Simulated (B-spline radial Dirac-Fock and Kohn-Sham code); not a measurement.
# The Lβ2 (L3-N5) line from Ce to Dy

Model: Dirac-Fock energy differences between relaxed states, corrected for Breit and QED terms. Program: a radial atomic solver. Free neutral atoms. Correlation and solid-state effects are left out.

The screening constant σ is defined by E = 0.1875·Ry·(Z − σ)², the hydrogen-like form of Moseley's law.

```
 Z  element  computed (eV)  tabulated (eV)     √E      σ
58       Ce         5614.8          5613.4  74.93  11.09
59       Pr              ?               ?      ?      ?
60       Nd         6088.8          6090.4  78.03  11.15
61       Pm         6333.3          6338.9  79.58  11.17
62       Sm         6582.7          6587.2  81.13  11.20
63       Eu         6837.0          6843.7  82.69  11.23
64       Gd         7096.6          7102.3  84.24  11.26
65       Tb         7359.9          7367.0  85.79  11.29
66       Dy         7628.7          7635.9  87.34  11.32
```

Q: Estimate the missing row, Pr.

A: Computed 5849.0 eV, tabulated 5851.1 eV, √E = 76.48, σ = 11.12.

Tabulated energies: xraylib 4.2 line table, elements in their standard states.
